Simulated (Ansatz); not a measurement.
A structure relaxed at PBE0-D4/def2-TZVP, charge 0, multiplicity 1:

Cartesian coordinates in Å:
```
C 0.386 -1.922 -0.280
Si -0.601 -0.340 -0.341
C 0.311 1.274 -0.617
Ge -0.428 1.299 1.261
H 1.308 -1.773 0.285
H 0.650 -2.246 -1.290
H -0.185 -2.719 0.200
H -1.889 -0.471 -1.068
H 1.396 1.243 -0.680
H -0.112 2.001 -1.305
H 0.663 1.289 2.336
H -1.499 2.365 1.499
```

Task: Give its formula and SMILES.

Result: C2H8GeSi, `C[SiH]1[CH2][GeH2]1`.

Task: Summarise the bond lengths by kind.

Result: 2 × C–Si 1.865 to 1.874 Å; 5 × C–H 1.087 to 1.093 Å; 1 × Ge–Si 2.299 Å; 1 × H–Si 1.485 Å; 1 × C–Ge 2.018 Å; 2 × Ge–H 1.530 to 1.532 Å.

Program: Ansatz 0.2.0.
